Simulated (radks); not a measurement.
Problem. All-electron atom: Te7+ in [Kr] 4d9. Calculated with a radial shooting solver on a logarithmic mesh with Libxc functionals: Dirac Kohn-Sham, relativistic LDA (MacDonald-Vosko exchange, VWN5 correlation), spin-unpolarised, spherical densities, finite nucleus; open shells fill j = l - 1/2 first; Fermi nuclear charge, rms radius 4.7423 fm. Some entries of the table are withheld. Estimate them.

orbital,occ.,eigenvalue (hartree),<r> (bohr)
1s1/2,2,-1158.365,0.02792
2s1/2,2,-180.9575,0.1198
2p1/2,2,-170.0207,(1)
2p3/2,4,-160.0281,(2)
3s1/2,2,-38.93534,0.3228
3p1/2,2,-34.39728,0.3128
3p3/2,4,-32.53192,0.3242
3d3/2,4,-24.45751,(3)
3d5/2,6,-24.06521,(4)
4s1/2,2,-9.54837,(5)
4p1/2,2,(6),0.7911
4p3/2,4,(7),0.8179
4d3/2,4,-5.02620,(8)
4d5/2,5,-4.96661,(9)

Solution. 
(1) 2p1/2 <r> (bohr): 0.1010
(2) 2p3/2 <r> (bohr): 0.1066
(3) 3d3/2 <r> (bohr): 0.2948
(4) 3d5/2 <r> (bohr): 0.2984
(5) 4s1/2 <r> (bohr): 0.7589
(6) 4p1/2 eigenvalue (hartree): -7.96652
(7) 4p3/2 eigenvalue (hartree): -7.59750
(8) 4d3/2 <r> (bohr): 0.9166
(9) 4d5/2 <r> (bohr): 0.9262
